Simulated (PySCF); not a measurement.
Be(Et)(NH2), SMILES [NH2][Be][CH2]C (C2H7BeN), singlet, B3LYP/def2-SVP optimised geometry.

```
11

Be     0.71    -0.38     0.00
C     -0.98    -0.39    -0.01
C     -1.70     0.37     1.12
H     -1.32    -1.44    -0.02
H     -1.32     0.01    -0.99
H     -1.44     1.44     1.13
H     -1.44    -0.03     2.12
H     -2.80     0.31     1.04
N      2.21    -0.38     0.00
H      2.80    -1.06     0.47
H      2.80     0.30    -0.47
```

Density from PySCF 2.14.0 with B3LYP/def2-TZVP at that geometry.

Minimum of the electron density along straight lines between bonded atoms, close to the bond critical point (lines longer than 1.1 times the sum of covalent radii, or with two minima, are not listed):

```
bond    length / Å  ρ at the minimum / e bohr⁻³  ∇²ρ there / e bohr⁻⁵  position (fraction from the first atom)
------  ----------  ---------------------------  --------------------  ---------------------------------------
Be1–C2       1.687                        0.101                  0.33                                     0.34
C2–C3        1.542                        0.234                 -0.55                                     0.49
C2–H4        1.109                        0.261                 -0.83                                     0.63
C2–H5        1.110                        0.261                 -0.83                                     0.63
C3–H6        1.103                        0.272                 -0.91                                     0.64
C3–H7        1.103                        0.272                 -0.91                                     0.64
C3–H8        1.105                        0.271                 -0.91                                     0.64
Be1–N9       1.504                        0.120                  0.80                                     0.35
N9–H10       1.017                        0.329                 -1.51                                     0.73
N9–H11       1.017                        0.329                 -1.51                                     0.73
```
